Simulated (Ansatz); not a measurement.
The same molecule with X = Si, Ge, Sn. Ansatz, PBE0-D4/def2-TZVP geometries, multiplicity 1.

Elements past krypton have def2 core potentials. Scalar relativity is left out up to krypton.

| X | molecule | mean X–F bond length / Å | mean X–I bond length / Å | size of the dipole moment (ωB97M-V/def2-TZVPP) / D | LUMO energy (B3LYP/def2-TZVPP) / eV | LUMO energy (PBE/def2-TZVPP) / eV |
| --- | --- | --- | --- | --- | --- | --- |
| Si | `F[Si](F)(I)I` | 1.578 | 2.400 | 1.11 | -1.83 | -2.42 |
| Sn | `[F][Sn]([F])([I])[I]` | 1.898 | 2.628 | 2.80 | -3.75 | -4.25 |

Task: Give the row for X = Ge, `[F][Ge]([F])([I])[I]`. (An estimate is asked.)

Result: Computed: 
```csv
X,molecule,mean X–F bond length / Å,mean X–I bond length / Å,size of the dipole moment (ωB97M-V/def2-TZVPP) / D,LUMO energy (B3LYP/def2-TZVPP) / eV,LUMO energy (PBE/def2-TZVPP) / eV
Ge,`[F][Ge]([F])([I])[I]`,1.716,2.466,2.17,-3.05,-3.58
```

From Si to Sn the mean X–F bond length rises at each step, by 0.320 Å in all; the mean X–I bond length rises at each step, by 0.228 Å in all; the LUMO energy (B3LYP/def2-TZVPP) falls at each step, by 1.92 eV in all; the LUMO energy (PBE/def2-TZVPP) falls at each step, by 1.83 eV in all. Bonds lengthen as the atom grows down the group. Dipoles are sizes alone, and their direction can turn along the series.

B3LYP here is the variant with VWN-RPA as its local correlation; programs differ in this.
